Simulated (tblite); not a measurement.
C7H18OSi.
Numbering: `[CH3:1][CH2:2][O:3][Si@H:4]([CH3:5])[C:6]([CH3:7])([CH3:8])[CH3:9]` (hydrogens: H10, H11, H12 on C1; H13, H14 on C2; H15 on Si4; H16, H17, H18 on C5; H19, H20, H21 on C7; H22, H23, H24 on C8; H25, H26, H27 on C9)

A start from a force field or distance geometry was refined with GFN2-xTB geometry optimisation, gas phase (tblite 0.8.0). Values at the start:

| coordinate | start |
| --- | --- |
| C1–C2 | 1.533 Å |
| C1–H10 | 1.099 Å |
| C2–O3 | 1.417 Å |
| C2–H13 | 1.079 Å |
| C2–H14 | 1.101 Å |
| O3–Si4 | 1.686 Å |
| Si4–C5 | 1.870 Å |
| Si4–C6 | 2.014 Å |
| Si4–H15 | 1.477 Å |
| C5–H16 | 1.096 Å |
| C6–C7 | 1.541 Å |
| C7–H19 | 1.095 Å |
| C1–C2–O3 | 107.8° |
| C2–O3–Si4 | 117.9° |
| O3–Si4–C5 | 112.0° |
| O3–Si4–C6 | 109.6° |
| Si4–C6–C7 | 109.6° |
| Si4–C6–C9 | 109.8° |
| C5–Si4–C6 | 109.3° |
| C7–C6–C8 | 109.5° |
| C1–C2–O3–Si4 | 180° |
| C2–O3–Si4–C5 | -79° |
| O3–Si4–C6–C7 | -177° |

Task: How do these coordinates change at the GFN2-xTB level?

Result: 
| coordinate | GFN2-xTB (Å or °) | change |
| --- | --- | --- |
| Si4–C6 | 1.910 | -0.104 |
| O3–Si4 | 1.624 | -0.062 |
| Si4–C5 | 1.904 | +0.034 |
| C2–H13 | 1.097 | +0.018 |
| C2–O3 | 1.401 | -0.016 |
| C6–C7 | 1.527 | -0.014 |
| C1–H10 | 1.087 | -0.012 |
| C1–C2 | 1.521 | -0.012 |
| C5–H16 | 1.086 | -0.010 |
| C7–H19 | 1.090 | -0.005 |
| C2–H14 | 1.096 | -0.005 |
| Si4–H15 | 1.475 | -0.002 |
| C2–O3–Si4 | 128.4 | +10.5 |
| O3–Si4–C6 | 103.1 | -6.5 |
| C5–Si4–C6 | 112.6 | +3.3 |
| C1–C2–O3 | 109.5 | +1.7 |
| Si4–C6–C9 | 111.1 | +1.3 |
| C7–C6–C8 | 108.8 | -0.7 |
| Si4–C6–C7 | 109.2 | -0.4 |
| O3–Si4–C5 | 111.7 | -0.3 |
| C2–O3–Si4–C5 | -56 | +23 |
| C1–C2–O3–Si4 | 169 | -11 |
| O3–Si4–C6–C7 | -175 | +2 |

The energy falls by 6.4 kcal/mol over 120 L-BFGS steps, the largest force on an atom goes from 1.84 to 0.010 eV/Å, and the atoms move by 0.278 Å rms after alignment. The bond that changes most is Si4–C6 (oxygen-bound silicon to sp3 carbon bound to silicon), which shortens by 0.104 Å. Bonds longer at the end by more than 0.005 Å: 2 of 26; shorter: 14. Among the dihedrals that turn most is C2–O3–Si4–C6, from 160° to -177°. Rotational constants go from 2005, 760.2, 656.7 to 1940, 835.1, 706.3 MHz.

Its GFN2-xTB frequencies are all real (lowest 20 cm⁻¹). One conformer, not necessarily the lowest. 2 starts were optimised and ended at 0.00 and 0.06 kcal/mol (GFN2-xTB); the lowest of these is shown.

All values are computed, not measured.
